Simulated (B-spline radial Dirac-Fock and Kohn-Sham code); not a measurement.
These are calculated numbers from a B-spline atomic structure program; the model is the independent-particle Dirac-Slater model, thresholds from Dirac-Fock. Kinetic energies are from the vacuum level. Open shells are spread statistically over j, without multiplet splitting. Without correlation, outer binding energies are uncertain by a few eV, most for open f shells.

Question: A free atom or ion in its tabulated ground configuration is ionised with 761 eV photons and gives these photoelectron lines. Identify it and assign the lines.

| kinetic energy (eV) | relative cross section |
| --- | --- |
| 119.6 | 9.9 |
| 226.3 | 8.6 |
| 299.4 | 30.1 |
| 474.5 | 40.1 |
| 487.9 | 61.9 |
| 664.4 | 2.6 |
| 699.0 | 2.1 |
| 710.0 | 5.5 |
| 710.0 | 77.7 |
| 712.4 | 100.0 |
| 751.9 | 1.7 |
| 752.7 | 2.4 |
| 753.8 | 0.26 |

Answer: Re, [Xe] 4f14 5d5 6s2. Binding energies are hν less the kinetic energy: 4s 641.4 eV, 4p1/2 534.7 eV, 4p3/2 461.6 eV, 4d3/2 286.5 eV, 4d5/2 273.1 eV, 5s 96.64 eV, 5p1/2 61.96 eV, 5p3/2 51.04 eV, 4f5/2 51.02 eV, 4f7/2 48.62 eV, 5d3/2 9.11 eV, 5d5/2 8.26 eV, 6s 7.20 eV.

Run: 9.6 s of CPU time on 1 thread of Neoverse-V1 (shared host), peak memory 0.48 GiB.
